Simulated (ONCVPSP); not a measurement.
Potentials for Mg compared

Generated with ld1.x 7.5 (TM, RRKJ, ultrasoft, PAW), atompaw 4.2 or ONCVPSP 4.0.1. The cutoff is in Ry: for ld1.x and atompaw files where the sum of valence levels is converged to 10 mRy in a Bessel basis, for ONCV files where the hardest occupied wave has 1 mHa per electron of residual kinetic energy. The error is the largest all-electron minus pseudo excitation energy over each file’s own four to seven test configurations (ionisations up to +4, promotions, holes and added fractions of an electron), all of which were solved. The labels leave out finer settings (local radius, basis sizes, second energies), which also bear on the numbers. Spin-polarised tests are not counted. The rows are a selection from randomly drawn settings: files with unsolved tests, undetermined cutoffs or missed reference levels are left out.

A true bound ghost makes a file unfit for plane-wave use even where its test errors are small: the radial tests pick states by their node count and pass the ghost by.

| potential | cutoff (Ry) | largest error (meV) | bound ghosts |
| --- | --- | --- | --- |
| ONCV, PBE, non-relativistic, rc 1.40/1.10 (sp), local smoothed, core correction no, reference 2s2 2p6 3s2, qcut 8.2/12.1, projectors 2/3 | 115 | -1.3 | none |
| ONCV, BLYP, non-relativistic, rc 1.25/0.65/1.35 (spd), local smoothed, core correction no, reference 2s2 2p6 3s1.5, qcut 10.6/16.3/8.1, projectors 2/2/2 | 410 | +60 | none |

Fill in the row for Mg: ONCV, PBE, scalar-relativistic, rc 1.00/1.10 (sp), local smoothed, core correction no, reference 2s2 2p6 3s1.5 3p0.5, qcut 9.1/15.2, projectors 2/3.

cutoff 150 Ry, largest error -0.6 meV, bound ghosts: none.

Fill in the row for Mg: ONCV, PW91, scalar-relativistic, rc 1.05/0.95 (sp), local smoothed, core correction yes, reference 2s2 2p6 3s2, qcut 15/18.2, projectors 3/2.

cutoff 211 Ry, largest error -0.4 meV, bound ghosts: none.

Fill in the row for Mg: ONCV, PBEsol, scalar-relativistic, rc 2.00/0.65/2.05 (spd), local smoothed, core correction yes, reference 2p6 3s2, qcut 3.3/24.4/5, projectors 3/2/2.

cutoff 361 Ry, largest error +45 meV, bound ghosts: d.
